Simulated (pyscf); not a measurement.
HS–SnH₂–GeH₃, singlet

Gas-phase minimum from PySCF at ωB97X-D3(BJ)/def2-SVP, one conformer. 

```
Sn
H 1 1.7101
H 1 1.7102 2 109.06
S 1 2.4141 2 108.50 3 -118.18
H 4 1.3474 1 94.86 2 57.38
Ge 1 2.5637 2 112.90 3 126.28
H 6 1.5347 1 109.61 2 173.48
H 6 1.5347 7 109.25 1 120.35
H 6 1.5366 7 109.00 8 118.99
```
Charge 0, spin multiplicity 1.

Properties at ωB97X-D3(BJ)/def2-SVP:

```
Property                                                                                                                                                                                                                          Value
---------------------------------------------------------------------------------------------------------------------  ----------------------------------------------------------------------------------------------------------------
Harmonic wavenumbers, unscaled                                                                                         56, 72, 109, 246, 317, 371, 447, 479, 558, 610, 711, 748, 823, 904, 906, 1958, 1962, 2184, 2193, 2196, 2760 cm⁻¹
Zero-point energy                                                                                                                                                                                                         29.5 kcal/mol
Rotational symmetry number                                                                                                                                                                                                            1
Entropy of this conformer at 298 K and 1 atm, rigid rotor and harmonic oscillator, modes under 100 cm⁻¹ raised to 100                                                                                                   371.4 J/(mol K)
Dipole moment                                                                                                                                                                                                                    1.63 D
```

Single-point totals, which compare only within one level:

| level | total energy (hartree) |
|---|---|
| ωB97X-D3(BJ)/def2-TZVP | -2693.20061 |
| PBE/def2-TZVP | -2692.62534 |
| r²SCAN/def2-TZVP | -2693.17245 |
| B3LYP-D3(BJ)/def2-TZVP | -2693.28979 |
| PBE0-D3(BJ)/def2-TZVP | -2692.73813 |
| M06-2X/def2-TZVP | -2693.02795 |
| ωB97M-D3(BJ)/def2-TZVP | -2693.23347 |

Soft torsions are taken as harmonic, which can shift the entropy by several J/(mol K). Elements up to Kr have no core potential and no relativistic terms here. Elements past Kr carry the def2 core potentials, without spin-orbit coupling.
